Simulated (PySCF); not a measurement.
**Cl⁺: excitation energy**

Cl⁺ [Ne] 3s2 3p4 (3P) → Cl⁺ [Ne] 3s1 3p5 (3P), as a difference of total energies. Calculation: PySCF 2.14, in aug-cc-pVTZ-DK (6s5p3d2f, 50 functions); the spin-free X2C one-electron Hamiltonian (Gaussian nucleus). Correlated levels: valence: [Ne] frozen. The calculations carry no spin-orbit coupling.

```csv
method,excitation energy (eV)
UHF,14.474
LDA,12.418
PBE,12.480
PBE0,13.010
r2SCAN,12.754
r2SCANh,12.916
revPBE,12.450
TPSS,12.696
BP86,12.450
MP2 (valence),13.176
SCS-MP2 (valence),13.018
```

Errors of the correlated levels include the incompleteness of this basis and the frozen core.

Problem. Which method comes closest to the reference value, and which is furthest?

Solution. The reference is 11.573 eV (measured; NIST levels, between the centres of gravity of the two terms). Closest: LDA (error 0.845 eV); furthest: UHF (error 2.901 eV).
